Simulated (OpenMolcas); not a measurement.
Cr IV: effect of the basis set

```yaml
Program: OpenMolcas 26.06
Method: "MS-CASPT2, IPEA 0.25 Eh, imaginary shift 0.1 Eh (closed shells correlated: 3s 3p)"
Active_space: 3 electrons in 10 orbitals (3d 4d)
State_averaging: 2S+1 = 4 even, 10 roots; 2S+1 = 2 even, 40 roots
Spin-orbit_coupling: RASSI with atomic mean-field integrals over the reference wave functions, term energies averaged over their components
```

A. ANO-R2 [6s4p4d2f], X2C, finite nucleus; CASPT2 step about 7 core-minutes
B. ANO-RCC-VTZP [6s5p3d2f1g], DKH2, point nucleus; CASPT2 step of the order of 4 core-minutes
C. ANO-RCC-VQZP [7s6p4d3f2g1h], DKH2, point nucleus; CASPT2 step of the order of 5 core-minutes

Energies in cm⁻¹ above 3d³ ⁴F_3/2, the measured ground level; measured values from Sugar and Corliss, J. Phys. Chem. Ref. Data 6, 317 (1977).

```json
{"Level": "3d³ ⁴F_3/2", "A": "0.0", "B": "0.0", "C": "0.0", "Measured": "0.0"}
{"Level": "3d³ ⁴F_5/2", "A": "251", "B": "248", "C": "250", "Measured": "236"}
{"Level": "3d³ ⁴F_7/2", "A": "593", "B": "587", "C": "592", "Measured": "556"}
{"Level": "3d³ ⁴F_9/2", "A": "1020", "B": "1009", "C": "1017", "Measured": "946"}
{"Level": "3d³ ⁴P_1/2", "A": "14680", "B": "14770", "C": "14420", "Measured": "14059"}
{"Level": "3d³ ⁴P_3/2", "A": "14790", "B": "14880", "C": "14530", "Measured": "14177"}
{"Level": "3d³ ⁴P_5/2", "A": "15090", "B": "15180", "C": "14830", "Measured": "14471"}
{"Level": "3d³ ²G_7/2", "A": "15750", "B": "15520", "C": "14870", "Measured": "15052"}
{"Level": "3d³ ²G_9/2", "A": "16130", "B": "15890", "C": "15250", "Measured": "15402"}
{"Level": "3d³ ²P_3/2 [69 %]", "A": "20300", "B": "20110", "C": "19460", "Measured": ""}
{"Level": "3d³ ²P_1/2", "A": "20360", "B": "20090", "C": "19460", "Measured": "19519"}
{"Level": "3d³ ²D_3/2(1) [70 %]", "A": "21550", "B": "21490", "C": "20830", "Measured": "20650"}
{"Level": "3d³ ²D_5/2(1)", "A": "21610", "B": "21630", "C": "20960", "Measured": "20664"}
{"Level": "3d³ ²H_9/2", "A": "22280", "B": "21780", "C": "21080", "Measured": "21066"}
{"Level": "3d³ ²H_11/2", "A": "22580", "B": "22070", "C": "21370", "Measured": "21321"}
{"Level": "3d³ ²F_7/2", "A": "35950", "B": "35580", "C": "34770", "Measured": "34363"}
{"Level": "3d³ ²F_5/2", "A": "36100", "B": "35730", "C": "34920", "Measured": "34556"}
{"Level": "3d³ ²D_5/2(2)", "A": "55600", "B": "55590", "C": "54490", "Measured": "52975"}
{"Level": "3d³ ²D_3/2(2)", "A": "55760", "B": "55750", "C": "54660", "Measured": "53142"}
```

Deviations, from unrounded energies. A percentage is the sum of absolute deviations over the sum of measured energies, with the sign that they share, or ± where signs differ.

| Against measurement | Levels | A | B | C |
| --- | --- | --- | --- | --- |
| mean absolute deviation (cm-1) | 17 | 1000 | 860 | 350 |
| fine structure of the ground term (%) | 3 | +7.3 | +6.2 | +7.0 |
| other terms of the ground configuration (%) | 14 | +4.8 | +4.1 | ±1.7 |

C lies closest to measurement on these levels and A furthest from it. The largest miss of C in the table is 3d³ ²D_5/2(2), by +1500 cm-1. The ranking rests on the paired levels alone, and a cruder setting can come out closer through cancelling errors.

Among A to C the level of the table that moves most is 3d³ ²H_11/2, by 1200 cm-1 (lowest in C, highest in A). Moves below CASPT2's spread within the term are not significant.

CASPT2 does not keep the components of a term degenerate, so their means are used; among the terms shown or strongly mixed into the levels shown the widest spread is 1000 cm-1 (3d³ ⁴F, A). Active for correlation alone: 4d; no level in the range computed is led by a configuration that fills it, so any true level of that kind is missing. The CASPT2 spread within a term exceeds the gap to the next term for 3d³ ²D(1) and 3d³ ²H, so the order of their levels is uncertain (holds for C). Computed and measured levels are paired by configuration, term and J; levels that our copy of the source lacks, or whose pairing is in doubt (as where it misses far off the trend of its configuration), stay unpaired and out of the deviations. Levels of configurations outside the active space are missing.

A share in square brackets marks a mixed level and gives the weight of the term that names it, the lowest over the columns. A number in round brackets counts repeated terms of one configuration in the order of the reference energies.
